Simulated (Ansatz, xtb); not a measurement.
## C4H3FS2: which of two isomers lies lower

Structure a is `Fc1ccsc1S`, a singlet and structure b is `Fc1cscc1S`, a singlet. Both are isolated molecules in the gas phase, relaxed with B3LYP-D3(BJ)/def2-SVP; the shapes shown needn't be the lowest conformers.

a (Å):

```
atom    x (Å)    y (Å)    z (Å)
   C   0.1645  -0.4666  -1.2595
   C  -1.0427  -0.9029  -0.6447
   C  -1.8347   0.1593  -0.2874
   C   0.2958   0.9016  -1.3641
   F   1.0879  -1.3220  -1.6874
   S  -1.1221   1.6782  -0.6969
   S   1.6011   1.7912  -2.1390
   H  -1.2905  -1.9523  -0.4850
   H  -2.8084   0.1252   0.1994
   H   2.3616   2.0003  -1.0339
```

b (Å):

```xyz
10

C    -0.1389   -0.6880   -0.3149
C    -1.4065   -1.0933   -0.6262
C    -0.7490    1.0482   -1.7174
C     0.2599    0.5432   -0.9329
F     0.6873   -1.3557    0.4925
S    -2.1587    0.0359   -1.6994
S     1.8736    1.2057   -0.6317
H    -1.9180   -1.9875   -0.2779
H    -0.7416    1.9627   -2.3072
H     1.7166    2.2974   -1.4127
```

Problem. Estimate which is lower in electronic energy at CCSD(T)/def2-SVP + ΔMP2/def2-TZVPP, and by roughly how much.

Solution. CCSD(T)/def2-SVP + ΔMP2/def2-TZVPP gives E(b) − E(a) = +0.37 kcal/mol, slightly favouring structure a, which is too small a margin to settle the true order.

The same difference at several levels:

| level | geometry | E(b) − E(a) (kcal/mol) | departure from the last row (kcal/mol) | job, with rough time for the two |
| --- | --- | --- | --- | --- |
| B3LYP-D3(BJ)/def2-SVP | B3LYP-D3(BJ)/def2-SVP | +0.86 | +0.48 | optimisation, 73 s |
| HF/def2-SVP | B3LYP-D3(BJ)/def2-SVP | +1.39 | +1.02 | part of the CCSD(T) run |
| MP2/def2-SVP | B3LYP-D3(BJ)/def2-SVP | +1.15 | +0.78 | part of the CCSD(T) run |
| CCSD(T)/def2-SVP | B3LYP-D3(BJ)/def2-SVP | +0.99 | +0.62 | single point |
| CCSD(T)/def2-SVP + ΔMP2/def2-TZVPP | B3LYP-D3(BJ)/def2-SVP | +0.37 |  | single point, 54 s |

As drawn, both hold the same kinds of bond in the same numbers.

The largest departure from CCSD(T)/def2-SVP + ΔMP2/def2-TZVPP is that of HF/def2-SVP, 1.02 kcal/mol. No reliable frequencies are at hand for a, so it isn't confirmed as a minimum. Levels run at GFN2-xTB geometries aren't shown. The last row adds to CCSD(T) the change of the MP2 difference between the two basis sets, here −0.62 kcal/mol.

The correlated steps freeze 15 core orbitals. Programs: Ansatz 0.2.0, xtb 6.7.1; the last row on 2 threads of Intel(R) Xeon(R) Processor @ 2.70GHz on a shared host.
